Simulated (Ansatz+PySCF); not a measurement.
## singlet CuH in separate pieces: levels of theory in one basis

```xyz
2

Cu    0.0000    0.0000   -0.1476
H     0.0000    0.0000    4.2808
```

Basis set: STO-3G (spherical functions). Frozen core: 5 orbitals. Charge 0, multiplicity 1.

Computed with Ansatz (development build ahead of 0.2.0); each method stands on the lowest determinant of its kind that the runs found. NEVPT2 correlates all electrons. Active spaces start from the frontier orbitals, and the lowest solution found is given.

```tsv
method	E − E(RHF) (eV)	<S²> of the determinant
RHF	0.00	0.00
UHF	-10.26	2.00
UHF-MP2	-10.71	2.00
RHF-CCSD	-8.59	–
RHF-CCSD(T)	-8.73	–
UHF-CCSD(T)	-11.22	2.00
full CI (lowest root of this spin)	-11.06	–
CASSCF(2,2)	-5.40	–
SC-NEVPT2(2,2)	-6.32	–
```

(1) What does RHF-MP2 give on the same scale?

(2) Is a single determinant a sound starting point here?

Answers

(1) -5.30 eV.

Unrestricted totals that lie under full CI have fallen onto a higher spin multiplicity. At such a shape the full CI root can have another spatial symmetry than the determinants, so the rows needn't describe one state.

(2) It is doubtful. Unrestricted orbitals lower Hartree–Fock by 10.26 eV and <S²> is 2.00 where a pure state has 0.00, a sign of strong static correlation. The CASSCF(2,2) natural occupations are 1.06, 0.94.

Caution for RHF, RHF-MP2, RHF-CCSD, RHF-CCSD(T): an unrestricted determinant lies well below. Caution for UHF, UHF-MP2, UHF-CCSD(T): the unrestricted determinant is a mixture of spin states; the determinant breaks the point group. Caution for RHF-MP2, UHF-MP2: large amplitudes, a single reference is doubtful. Caution for RHF-MP2, RHF-CCSD, RHF-CCSD(T): a plain start can end on a higher determinant. Caution for RHF-CCSD, RHF-CCSD(T), UHF-CCSD(T): very large amplitudes, the method is breaking down. Caution for RHF-CCSD, RHF-CCSD(T): the amplitudes may be one of several solutions. Caution for UHF-CCSD(T): the program doubts this total. Caution for CASSCF(2,2): other starts end on other solutions of this active space.
